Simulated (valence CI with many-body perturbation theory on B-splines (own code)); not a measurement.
Tm38+: key properties

Calculated by relativistic CI+MBPT: three valence electrons over a frozen Dirac-Fock core [Ar] 3d10, radial functions for each j: 11 s, 11 p, 10 d, 8 f, 5 g, 2 h, with the one-electron correlation potential Σ1, the two-electron term Σ2, the three-electron term Σ3, Breit, model QED; selected CI, second order for the rest, scaled by the run's own slope (own B-spline code, finite nucleus).

The last digits are not significant, and no measured levels were compared; by estimate large intervals hold to a few tenths of a per cent, small ones and those within an open d or f shell to about a per cent.

Levels are named by their leading jj configuration (3d3/2^4 stands for four electrons in 3d with j = 3/2), which in mixed levels can hold well under half, so a name can repeat and another be missing.

Rates and lifetimes use the calculated energies. Strong lines usually hold to 10 to 20 %, long lifetimes can be off by a factor of two.

(1) What is the ground level?

(2) Where does the other parity begin?

(3) How well does LS coupling describe the low levels?

(4) Among levels below 678.76 eV, which E1 lines absorb most strongly from the ground level?

(5) Name the longest-lived excited levels whose lifetime is computed, and their main decay.

Results:

(1) (4s^2 4p1/2) J=1/2, composition 99 % 4s²4p ²P°, g = 0.660.

(2) At (4s 4p1/2^2) J=1/2, 84.22 eV.

(3) Among the lowest 20 levels the leading LS term, summed over configurations, holds 66 % on average. For single configurations the figures are 64 % in LS and 91 % in jj coupling. Terms mix most in the J = 5/2 level at 297.09 eV, where the leading one holds 27 %.

(4) to (4s^2 4d3/2) J=3/2 at 5.914 nm, f = 0.804; to (4s 4p1/2 4p3/2) J=3/2 at 7.827 nm, f = 0.380; to (4s 4p1/2 4p3/2) J=1/2 at 7.694 nm, f = 0.379.

(5) (4s 4p3/2 4d5/2) J=9/2 at 356.29 eV lives 806 ns, mostly by M1 to (4s 4p1/2 4d5/2) J=7/2; (4s^2 4p3/2) J=3/2 at 67.45 eV lives 676 ns, mostly by M1 to (4s^2 4p1/2) J=1/2.
